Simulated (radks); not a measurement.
Results of a calculation; reference values are marked as such.
Spin polarisation of the 5s1 shell in neutral silver. Start: [Kr] 4d10 5s(up 0.5, down 0.5); electrons of 5s are moved from spin down to spin up, other shells keep equal spins. Level of theory: non-relativistic Kohn-Sham, PBE, spin-polarised, spherical densities, point nucleus (a radial shooting solver on a logarithmic mesh with Libxc functionals).

moment (Bohr magnetons)  E - E(0) (eV)  e(5s up) (eV)  e(5s down) (eV)  4d down minus up (eV)
0                                0.000         -3.992           -3.992                 0.000
0.25                            -0.011         -4.081           -3.897                  0.045
0.5                             -0.046         -4.164           -3.796                  0.089
0.75                            -0.104         -4.240           -3.683                  0.134
1                               -0.186         -4.311           -3.533                  0.179

At moment 1 the spin-polarisation energy is -0.186 eV and the 5s exchange splitting 0.778 eV, that is 0.778 eV per Bohr magneton; E = -I m^2/4 would give I = 0.746 eV.
